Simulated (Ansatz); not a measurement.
Reactions of C$_{2}$H$_{5}$ClOSi, SMILES `O[SiH2]C=CCl`.

Gas-phase electronic energies from Ansatz, PBE0-D4/def2-TZVP geometries. CCSD(T)/CBS adds triple-zeta CCSD(T) − MP2 to the extrapolated MP2 energy (def2 sets, frozen cores). This one scheme is used for every species. Double bonds are as drawn, so ΔE can hold a change between cis and trans. Each species was taken in one conformer, which may not be the lowest.

| reaction | MP2/CBS(def2) (kJ/mol) |
| --- | --- |
| `O[SiH2]/C=C/Cl` + SiH₄ → `O[SiH2]/C=C/[SiH3]` + HCl | -47 |
| `O[SiH2]/C=C/Cl` + `C[SiH3]` → `[SiH3]C/C=C/Cl` + `O[SiH3]` | 50 |
| `O[SiH2]/C=C/Cl` + `O[SiH2][SiH3]` → `O[SiH2]O[SiH2][SiH3]` + `C=CCl` | -121 |
| `O[SiH2]/C=C/Cl` + `C=C[SiH2]N` → `C=C[SiH2]N[SiH2]O` + `C=CCl` | -68 |
| `O[SiH2]/C=C/Cl` + `CO[SiH2]S` → `CO[SiH2]S[SiH2]O` + `C=CCl` | -84 |
| `O[SiH2]/C=C/Cl` + `OBF` → `O[SiH2]OBF` + `C=CCl` | -96 |
| `O[SiH2]/C=C/Cl` + `CC=N` → `C/C=N\C=C\Cl` + `O[SiH3]` | 53 |
| `O[SiH2]/C=C/Cl` + `N=CF` → `O[SiH2]/N=C/F` + `C=CCl` | -56 |
| `O[SiH2]/C=C/Cl` + `C1=NC1` → `O[SiH2]C1=NC1` + `C=CCl` | -13 |

Give the CCSD(T)/CBS values in the same order. (Best estimate.)

The calculation gave: -48, 50, -122, -68, -80, -97, 54, -54, -13 kJ/mol.

Largest T1 diagnostic: 0.013, for `N=CF`.
